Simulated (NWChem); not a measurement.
System: GaH$_{2}$F; SMILES [F][GaH2]

Problem. Give the equilibrium geometry at PBE0-D3(BJ)/def2-TZVP (NWChem) as a list of bonds and angles, with the point group.

Solution. point group C2v; any orientation.
Bonded distances (Å): Ga1–H2 1.556, Ga1–H3 1.556, Ga1–F4 1.758. Angles (°): H2–Ga1–H3 132.3, H2–Ga1–F4 113.9, H3–Ga1–F4 113.9.
